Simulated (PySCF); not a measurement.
C3H2F3, SMILES F[C](F)/C=C/F, multiplicity 2. The structure is a stationary point at PBE0-D3(BJ)/def2-SVP. The isomer is the one that the SMILES or the coordinates give; other isomers of the formula were not compared. Other conformers were not sampled.

Q: Give the equilibrium geometry at PBE0-D3(BJ)/def2-SVP (PySCF confirms it by a frequency run) as a Z-matrix, and its point group. (An estimate is asked for; the answer gives what the named calculation found.)

A: This is not unique; one that fits is point group Cs.
```
C
C 1 1.3679
F 2 1.3098 1 124.18
F 2 1.3134 3 111.99 1 180.00
C 1 1.3857 2 124.61 3 180.00
F 5 1.3282 1 119.36 2 180.00
H 5 1.0912 6 114.62 1 180.00
H 1 1.0920 2 116.72 3 0.00
```
Charge 0, spin multiplicity 2.
